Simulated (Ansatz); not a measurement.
Relaxation of F$_{2}$H$_{4}$SSi (8 atoms, charge 0, multiplicity 1), to a largest force component of 0.03 eV/Å in at most 50 steps.

Theory: RHF/def2-SVP (Ansatz 0.2.0).

```xyz
8
Properties=species:S:1:pos:R:3:forces:R:3
Si -0.456 0.213 -0.361 -0.07 0.08 -0.33
F 0.064 -0.892 2.158 -0.17 0.00 0.34
H 0.578 1.034 0.282 -0.13 -0.03 -0.03
F -0.619 0.746 -1.875 0.01 0.05 0.06
H -0.179 -1.214 -0.480 0.06 -0.10 0.01
S -2.322 0.523 0.682 0.01 0.08 0.10
H -2.963 -0.557 0.224 0.07 0.02 -0.06
H -0.755 -0.599 2.427 0.22 -0.10 -0.08
```

Where does it end, and by what steps?

It converged. After 7 steps the energy has fallen by 0.066 eV; F2 moved furthest, 0.42 Å.

```json
{"step": "0", "energy less start (eV)": "0.0000", "largest force component (eV/Å)": "0.344", "accepted": "yes"}
{"step": "1", "energy less start (eV)": "-0.0307", "largest force component (eV/Å)": "1.101", "accepted": "yes"}
{"step": "2", "energy less start (eV)": "-0.0510", "largest force component (eV/Å)": "0.786", "accepted": "yes"}
{"step": "3", "energy less start (eV)": "-0.0426", "largest force component (eV/Å)": "1.251", "accepted": "no"}
{"step": "4", "energy less start (eV)": "-0.0614", "largest force component (eV/Å)": "0.130", "accepted": "yes"}
{"step": "5", "energy less start (eV)": "-0.0640", "largest force component (eV/Å)": "0.095", "accepted": "yes"}
{"step": "6", "energy less start (eV)": "-0.0658", "largest force component (eV/Å)": "0.079", "accepted": "yes"}
{"step": "7", "energy less start (eV)": "-0.0665", "largest force component (eV/Å)": "0.008", "accepted": "yes"}
```

```xyz
8
Properties=species:S:1:pos:R:3
Si -0.458 0.240 -0.477
F 0.041 -0.995 2.563
H 0.577 1.078 0.134
F -0.738 0.774 -1.967
H -0.108 -1.179 -0.591
S -2.228 0.497 0.722
H -2.937 -0.496 0.174
H -0.801 -0.667 2.500
```

Whether the end is a true minimum wasn't checked by a vibrational analysis.

Time of the run: 7.6 s on 1 thread of Intel(R) Xeon(R) 6975P-C (Granite Rapids), with other jobs on the host, peak memory 0.16 GiB.
